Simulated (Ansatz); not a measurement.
Molecule: dichlorosilane, sum formula SiH₂Cl₂, net charge 0, singlet state. 
Coordinates optimised at B3LYP-D3(BJ)/def2-TZVP (Ansatz, a quantum-chemistry and plane-wave program):
```
Si
H 1 1.4701
H 1 1.4701 2 112.80
Cl 1 2.0521 2 108.47 3 120.19
Cl 1 2.0521 2 108.47 3 -120.19
```
Charge 0, spin multiplicity 1.

Parts of the frozen-core correlation energy in STO-3G (Ansatz, hartree). Frozen orbitals: 15; correlated occupied orbitals by spin: 10 and 10; virtual: 4 and 4. Spin-orbit coupling is left out. No relativistic terms.

```
term                             value
-------------------------  -----------
reference (HF)             -1196.02960
MP2 opposite-spin                  [?]
MP2 same-spin                      [?]
CCSD correlation              -0.06311
(T)                                [?]
FCI minus CCSD(T)             -0.00028
T1 diagnostic                    0.005
largest doubles amplitude        0.050
```

### Question
What belongs in the gaps?

### Answer

- MP2 opposite-spin, value: -0.04215
- MP2 same-spin, value: -0.00342
- (T), value: -0.00093
